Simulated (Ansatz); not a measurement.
C2H7NO2Si can be A, `C[SiH](O)C(N)=O`, or B, `OC/C(O)=N\[SiH3]`.

Gas-phase electronic energies from Ansatz, PBE0-D4/def2-TZVP geometries. CCSD(T)/CBS is the MP2 limit (def2-TZVPP, def2-QZVPP) plus CCSD(T) − MP2 in def2-TZVPP, frozen cores. Functionals use def2-TZVPP. B3LYP here is the variant with VWN-RPA as its local correlation; programs differ in this. Each species was taken in one conformer, which may not be the lowest.

(1) Which isomer does CCSD(T)/CBS put lower? Give the gap. (Best estimate.)

(2) Give E(B) − E(A) in kcal/mol with HF/def2-TZVPP, PBE0-D4, r2SCAN-D4, B3LYP, B2PLYP, CCSD(T)/def2-TZVPP, PBE-D4. (An estimate is asked.)

Largest T1 diagnostic: 0.015.

Results:

(1) Ansatz gave: A, by 47.9 kcal/mol.

(2) Computed: HF/def2-TZVPP 44.9, PBE0-D4 47.9, r2SCAN-D4 49.4, B3LYP 48.5, B2PLYP 48.7, CCSD(T)/def2-TZVPP 46.6, PBE-D4 48.5. None reverses the order clearly.

In def2-TZVPP, CCSD(T) changes the Hartree–Fock value by +1.6 kcal/mol (the triples alone add +0.1 kcal/mol) and MP2 by +3.6 kcal/mol.
